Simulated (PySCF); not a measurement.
**Correlation energy of Al⁺ (aluminium, charge +1)**

[Ne] 3s2, closed-shell 1S. All numbers are calculated (PySCF 2.14, scalar relativity by spin-free X2C-1e, in jorge-DZP-DKH (7s4p1d, 24 functions)). Frozen: [Ne]; 2 electrons correlated.

Total MP2 correlation energy: -25.44 mhartree.

Same-spin part 0.00 and opposite-spin part -25.44 mhartree; SCS-MP2 scales them by 1/3 and 6/5 to -30.53 mhartree.

With two correlated electrons CCSD is exact within the correlated space (frozen core and kept virtual orbitals).

```
level  correlation energy (mhartree)
 CCSD                         -38.51
```

Diagnostics: T1 = 0.0073, D1 = 0.0103, largest double amplitude 0.113.

Cost of the coupled-cluster step: 0.06 s of wall time on 1 thread of AMD EPYC 7R43 64-Core Processor (shared host), for 2 correlated electrons.
